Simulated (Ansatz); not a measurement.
Cost and result for the atomization energy of FH₇N₂OSi₂, SMILES `N[SiH2]O[SiH](N)F` (13 atoms, 12 bonds).

```xyz
13

N    -1.5261    1.1248   -0.2210
Si   -1.4395   -0.5490   -0.5967
O     0.0974   -1.1075   -0.5539
Si    1.5657   -0.7895    0.0574
N     1.4329    0.5215    1.1198
F     2.5309   -0.5082   -1.1856
H    -2.0770    1.4314    0.5638
H    -1.4973    1.8243   -0.9448
H    -1.9285   -0.8143   -1.9701
H    -2.2435   -1.2608    0.4256
H     2.1432   -1.9698    0.7244
H     2.2149    0.8776    1.6425
H     0.7268    1.2195    0.9385
```

Charge 0, multiplicity 1. The structure was optimised at the PBE0-D4/def2-TZVP level. It is one conformer, not always the lowest. Program: Ansatz. All runs use 2 threads of an AMD EPYC 7R13 on a shared host and a share of an NVIDIA H100 80 GB. Times are those of one run each, without the atoms' runs, and a repeat can differ threefold. Electronic energies, without spin–orbit coupling; frozen cores. CCSD(T)/CBS adds CCSD(T) − MP2 in def2-TZVPP to the MP2 limit, and its time is that of the two runs behind it. T1 = 0.011. B3LYP takes the VWN-RPA correlation (the form of Gaussian; ORCA's B3LYP/G).

CCSD(T)/CBS is a level of theory with its own doubt, some kJ/mol a heavy atom from the limit and from the frozen cores, so smaller differences don't rank the functionals.

```tsv
level	functions	wall time	atomization (kJ/mol)	difference from CCSD(T)/CBS	per bond
PBE0-D4/def2-TZVPP	306	2.4 s	4799.1	-85.1	-7.1
r2SCAN-D4/def2-TZVPP (with forces)	306	2.5 s	4839.3	-44.9	-3.7
PBE-D4/def2-TZVPP (with forces)	306	2.7 s	4886.6	2.4	0.2
B3LYP-D4/def2-TZVPP (with forces)	306	3.6 s	4862.0	-22.2	-1.9
B2PLYP/def2-TZVPP	306	4.8 s	4810.9	-73.3	-6.1
ωB97X-V/def2-TZVPP	306	5.5 s	4888.6	4.4	0.4
MP2/def2-QZVPP	578	5.5 s	4909.2	25.0	2.1
CCSD(T)/def2-TZVPP	306	6.5 s	4720.1	-164.1	-13.7
ωB97M-V/def2-TZVPP (with forces)	306	7.5 s	4884.2	0.0	0.0
CCSD(T)/CBS(def2)	–	12 s	4884.2	0.0	0.0
```

From PBE to PBE0 (25 % exact exchange), in def2-TZVPP and without D4, the atomization energy moves by −82.9 kJ/mol: exact exchange takes away binding that semilocal exchange gives to molecules. In def2-TZVPP, CCSD(T) changes the Hartree–Fock value by +1250.0 kJ/mol (the triples alone add +65.3 kJ/mol) and MP2 by +1338.9 kJ/mol; breaking electron pairs costs correlation energy, which Hartree–Fock lacks. The D4 term adds +49.0 kJ/mol with B3LYP and +26.0 kJ/mol with PBE0; it sums over pairs of atoms, weighted by their polarisabilities, and B3LYP, whose exchange is more repulsive, gets the larger term.
